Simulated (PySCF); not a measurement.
An unknown gives this computed stick spectrum. The calculation used TDDFT wB97X-D/def2-SVPD, vertical, gas phase, core orbitals frozen in the response in PySCF. Geometries: GFN2-xTB, one conformer each.

```tsv
state	ν̃ (cm⁻¹)	f	main configurations (H = HOMO, L = LUMO)
S1	46350	0.0000	H→L+1 (56%), H→L (35%)
S2	53350	0.0001	H-1→L+2 (94%)
S3	55950	0.0003	H→L (56%), H→L+1 (28%), H→L+3 (8%)
S4	59410	0.082	H→L+2 (69%), H-1→L (16%), H-1→L+1 (11%)
S5	60490	0.074	H-1→L (40%), H-1→L+3 (24%), H-1→L+1 (23%)
S6	63070	1.125	H-1→L+1 (42%), H→L+2 (24%), H-1→L (22%)
S7	63440	0.0043	H→L+4 (68%), H→L+3 (25%)
S8	65460	0.0017	H→L+3 (38%), H→L+5 (26%), H→L+4 (24%)
```

Triplets computed (Tamm–Dancoff): 4.74, 5.03, 5.41 eV.

Question: Which candidate is it?
A. `C1CC[C@H]2C[C@H]2C1`
B. `C=C=C(C)CCC`
C. `C=C1CCCCC1`

Answer: B. Its S1, at 5.75 eV, is the lowest among the candidates; the nearest of the others has S1 at 7.10 eV. S1 is HOMO→LUMO+1 (56%), HOMO→LUMO (35%). Löwdin shares by element: HOMO carbon 80% or more (atoms not listed hold the other 20%); LUMO carbon 57% or more (atoms not listed hold the other 43%). At the same level the other candidates give, for their lowest levels:
- `C=C1CCCCC1`: 7.10 eV (f 0.295); 7.31 eV (f 0.164); 7.77 eV (f 0.001); 8.20 eV (f 0.015); 8.25 eV (f 0.019); T1 4.58 eV; HOMO -8.85, LUMO 2.10 eV
- `C1CC[C@H]2C[C@H]2C1`: 7.76 eV (f 0.001); 7.94 eV (f 0.002); 8.35 eV (f 0.015); 8.39 eV (f 0.025); 8.57 eV (f 0.031); T1 7.64 eV; HOMO -9.42, LUMO 2.49 eV

Orbitals of the list HOMO-3 to LUMO+2 that lie within 0.01 eV of each other are written together with a slash and their weights summed (≥ marks a lower bound); for degenerate orbitals outside that list single weights are arbitrary.

The values belong to the conformer `[CH2:1]=[C:2]=[C:3]([CH3:4])[CH2:5][CH2:6][CH3:7]`: C2–C3–C5–C6 0°, C3–C5–C6–C7 179°.
